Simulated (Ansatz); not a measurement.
Basis sets compared for Si₂₀H₃₀, a nanocrystal cut from cubic silicon. Charge 0, multiplicity 1. Geometry PBE-D4/def2-SVP. Ansatz on 2 threads of AMD EPYC 7R13 on a shared host and a share (18 GiB) of an NVIDIA H100 80GB HBM3; times are rough, and most runs start from earlier orbitals.

```xyz
50

Si   -1.214   -2.695    0.055
Si   -3.426   -0.422   -2.231
Si   -1.204    0.125    2.696
Si   -3.415    2.269    0.288
Si    0.190   -2.079   -3.540
Si    2.134   -1.403    1.489
Si    3.386   -0.845   -2.172
Si    0.058    0.800   -0.854
Si    0.212    3.667    1.844
Si    3.397    2.209    0.693
Si   -3.396   -2.210   -0.692
Si   -0.212   -3.668   -1.843
Si   -0.057   -0.801    0.855
Si   -2.132    1.403   -1.489
Si   -3.385    0.847    2.170
Si   -0.191    2.079    3.541
Si    1.204   -0.126   -2.697
Si    3.416   -2.268   -0.290
Si    3.426    0.422    2.233
Si    1.215    2.694   -0.054
H    -1.287   -3.725    1.159
H    -2.967   -0.915   -3.578
H    -4.850    0.060   -2.383
H    -1.278   -0.909    3.797
H    -4.840    2.396   -0.198
H    -2.947    3.642    0.693
H    -1.102   -1.770   -4.249
H     1.134   -2.683   -4.554
H     2.057   -2.436    2.591
H     3.915   -1.609   -3.363
H     4.310    0.319   -1.930
H    -1.078    4.361    1.494
H     1.163    4.713    2.377
H     4.319    1.893   -0.455
H     3.929    3.446    1.379
H    -3.928   -3.446   -1.378
H    -4.317   -1.894    0.456
H    -1.164   -4.713   -2.376
H     1.078   -4.363   -1.495
H    -2.055    2.435   -2.592
H    -4.311   -0.317    1.929
H    -3.913    1.611    3.362
H    -1.136    2.682    4.553
H     1.101    1.770    4.251
H     1.276    0.908   -3.798
H     2.947   -3.640   -0.695
H     4.841   -2.396    0.195
H     4.850   -0.060    2.386
H     2.964    0.915    3.579
H     1.288    3.725   -1.158
```

Single mean-field runs in def2-SVP, def2-TZVP are fitted with def2-universal-jkfit.

Binding counts from free atoms (Si triplet, H doublet) in the same basis, without a counterpoise term.

| level | functions | energy (Eh) | HOMO (eV) | LUMO (eV) | binding per atom (eV) | wall time |
| --- | --- | --- | --- | --- | --- | --- |
| HF/STO-3G | 210 | -5729.9772 | -6.53 | 7.93 | 3.62 | 18 s |
| HF/6-31G | 320 | -5795.1832 | -9.24 | 1.67 | 2.00 | 13 s |
| PBE-D4/def2-SVP (with forces) | 510 | -5803.3623 | -6.31 | -2.18 | 3.22 | 19 s |
| PBE0-D4/def2-SVP | 510 | -5803.9628 | -7.29 | -1.53 | 3.22 | 19 s |

(1) Estimate the rows for PBE-D4/def2-TZVP, PBE0-D4/def2-TZVP.

## Answers

(1) 
```csv
level,functions,energy (Eh),HOMO (eV),LUMO (eV),binding per atom (eV),wall time
PBE-D4/def2-TZVP,920,-5805.3588,-6.30,-2.30,3.22,23 s
PBE0-D4/def2-TZVP,920,-5805.9379,-7.23,-1.60,3.22,27 s
```
